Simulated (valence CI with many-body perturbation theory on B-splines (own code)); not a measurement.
## Level structure of Bi XIII

Method: relativistic CI+MBPT: three valence electrons over a frozen Dirac-Fock core [Xe] 4f14, a basis of 7 s, 7 p, 8 d, 6 f, 4 g, 1 h functions for each j, with the one-electron correlation potential Σ1 (screened to all orders), the two-electron term Σ2, the three-electron term Σ3, Breit, model QED; selected single and double excitations, second order for the rest, scaled by the run's own slope (own B-spline code, finite nucleus).

No measured spectrum was set against this ion. As an estimate, terms of the open shell hold to 2 to 4 % of their energy, and close levels can change places. Excitations out of the core, of the other parity, are not computed and may begin above about 53.5 eV (a cautious bound); beyond it only levels of the ground parity were kept, without lifetimes.

Levels 1 to 40 of 40, with energies above the lowest level, (5d3/2^3) J=3/2. "Leading %" is the weight of the configuration and term that name the level; weights of strongly mixed levels are sums over their largest components and can fall short. In the jj column 3d3/2^4 stands for four electrons in 3d with j = 3/2. Lifetimes count E1, E2, E3, M1 and M2 decay at the calculated energies, and are blank where another channel may lead or the interval is too uncertain; long ones can be off by a factor of two.

```
No.  Configuration  Term     J  E (eV)  Leading %             Leading jj      g  Lifetime
  1            5d3    4F   3/2    0.00         64         5d3/2^3 (90 %)  0.600          
  2            5d3    4F   5/2    2.98         89   5d3/2^2 5d5/2 (96 %)  1.046   2.35 ms
  3            5d3    4P   3/2    4.20         43   5d3/2^2 5d5/2 (92 %)  1.285   2.46 ms
  4            5d3    4F   7/2    4.37         57   5d3/2^2 5d5/2 (83 %)  1.109   30.5 ms
  5            5d3    2G   9/2    4.76         43   5d3/2^2 5d5/2 (94 %)  1.094    3.24 s
  6            5d3    4P   1/2    4.88         64   5d3/2^2 5d5/2 (98 %)  1.959   6.93 ms
  7            5d3    4P   5/2    7.47         73   5d3/2^2 5d5/2 (63 %)  1.460   4.50 ms
  8            5d3    2G   7/2    7.67         54   5d3/2 5d5/2^2 (88 %)  1.043    946 μs
  9            5d3    4F   9/2    8.14         53   5d3/2 5d5/2^2 (87 %)  1.134   1.68 ms
 10            5d3    2D   3/2    8.95         42   5d3/2 5d5/2^2 (97 %)  1.160    625 μs
 11            5d3    2P   1/2    9.33         64   5d3/2 5d5/2^2 (98 %)  1.375   1.10 ms
 12            5d3    2H  11/2    9.75        100  5d3/2 5d5/2^2 (100 %)  1.090   3.50 ms
 13            5d3    2D   5/2   10.22         72   5d3/2 5d5/2^2 (64 %)  1.146   1.57 ms
 14            5d3    2F   5/2   10.74         54   5d3/2 5d5/2^2 (91 %)  1.072   1.87 ms
 15            5d3    2F   7/2   11.23         88   5d3/2 5d5/2^2 (94 %)  1.115   2.32 ms
 16            5d3    2G   9/2   12.59         57         5d5/2^3 (93 %)  1.123    678 μs
 17            5d3    2P   3/2   13.02         49         5d5/2^3 (55 %)  1.137    697 μs
 18            5d3    2D   3/2   15.62         87   5d3/2 5d5/2^2 (54 %)  0.880    636 μs
 19            5d3    2D   5/2   16.74         70         5d5/2^3 (85 %)  1.159    372 μs
 20         5d2 6s    4F   3/2   51.96         84      5d3/2^2 6s (96 %)  0.469   1.02 μs
 21         5d2 6s    4F   5/2   52.54         52      5d3/2^2 6s (94 %)  1.023    794 ns
 22         5d2 6s    4P   1/2   55.43         71      5d3/2^2 6s (89 %)  2.315          
 23         5d2 6s    4F   7/2   55.97         89  5d3/2 5d5/2 6s (98 %)  1.225          
 24         5d2 6s    4F   5/2   56.52         45  5d3/2 5d5/2 6s (95 %)  0.989          
 25         5d2 6s    4P   3/2   57.74         79  5d3/2 5d5/2 6s (98 %)  1.522          
 26         5d2 6s    4P   5/2   57.78         50  5d3/2 5d5/2 6s (99 %)  1.315          
 27         5d2 6s    4F   9/2   57.81         61  5d3/2 5d5/2 6s (82 %)  1.247          
 28         5d2 6s    2P   3/2   58.54         42  5d3/2 5d5/2 6s (93 %)  1.141          
 29         5d2 6s    2G   7/2   58.62         57  5d3/2 5d5/2 6s (95 %)  0.998          
 30         5d2 6s    2P   1/2   59.10         80  5d3/2 5d5/2 6s (95 %)  1.054          
 31         5d2 6s    2G   9/2   61.39         61      5d5/2^2 6s (82 %)  1.196          
 32         5d2 6s    2F   7/2   62.08         49      5d5/2^2 6s (93 %)  1.044          
 33         5d2 6s    2D   5/2   62.31         51      5d5/2^2 6s (99 %)  1.356          
 34         5d2 6s    2P   3/2   63.06         55      5d5/2^2 6s (96 %)  1.131          
 35         5d2 6s    2S   1/2   66.75         82      5d5/2^2 6s (93 %)  1.967          
 36         5d2 6d    4G   5/2  104.93         50   5d3/2^2 6d3/2 (95 %)  0.754          
 37         5d2 6d    4H   7/2  105.05         63   5d3/2^2 6d3/2 (97 %)  0.764          
 38         5d2 6d    2P   1/2  105.14         54   5d3/2^2 6d3/2 (98 %)  0.623          
 39         5d2 6d    4F   3/2  106.88         29   5d3/2^2 6d3/2 (72 %)  0.793          
 40         5d2 6d    2F   5/2  106.98         25   5d3/2^2 6d5/2 (91 %)  0.995
```

The ionisation energy to 5d2 3F_2 of the next ion comes out as 230.46 eV (NIST: 229 ± 3 eV (theoretical)). All 40 levels together are meant to be complete up to 53.55 eV.
